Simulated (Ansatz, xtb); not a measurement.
**Ranking isomers of C5H7NS**

6 gas-phase structures of C5H7NS, from a drawn sample of its isomers (lower ones may exist). Each was relaxed with GFN2-xTB:

A. `Cc1cc(S)c[nH]1`, a singlet
B. `Cn1ccc(S)c1`, a singlet
C. `Cc1ccn(S)c1`, a singlet
D. `Cc1[nH]ccc1S`, a singlet
E. `Cc1cccn1S`, a singlet
F. `Cc1c[nH]cc1S`, a singlet

Question: Which do you expect lowest at r2SCAN-D4/def2-SVP//GFN2-xTB, and how would the others follow?

Answer: Calculated order at r2SCAN-D4/def2-SVP//GFN2-xTB: D (0.0), A (1.2), F (3.6), B (30.9), E (56.8), C (65.0) kJ/mol. Less than 1 kcal/mol parts D and A; A and F, so the order within those pairs means little.

Energies above the lowest of each column, in kJ/mol; the last columns are at r2SCAN-D4/def2-SVP geometries:

```tsv
structure	GFN2-xTB	HF/STO-3G	r2SCAN-D4/def2-SVP//GFN2-xTB	r2SCAN-D4/def2-SVP	CCSD(T)/def2-SVP + ΔMP2/def2-TZVPP
D	1.5	3.5	0.0	0.0	0.0
A	0.6	0.0	1.2	5.3	3.4
F	5.9	8.3	3.6	13.2	13.3
B	0.0	18.8	30.9	35.2	30.5
E	26.0	27.1	56.8	65.8	56.9
C	30.1	32.9	65.0	74.2	62.8
```

CCSD(T)/def2-SVP + ΔMP2/def2-TZVPP puts D lowest, with A within 1 kcal/mol; GFN2-xTB picks B. Flexible structures stand in one conformer each, not always the lowest. Frequencies (GFN2-xTB) were run for A, B, C, E, F alone. ΔMP2 is the change of the MP2 energy from the smaller to the larger basis.

Over these structures GFN2-xTB departs from r2SCAN-D4/def2-SVP//GFN2-xTB by 16.6 kJ/mol on average once a common shift is removed. A GFN2-xTB relaxation took about 0.21 s and the r2SCAN-D4/def2-SVP//GFN2-xTB energy about 5.3 s on a shared host (Ansatz 0.2.0, xtb 6.7.1).
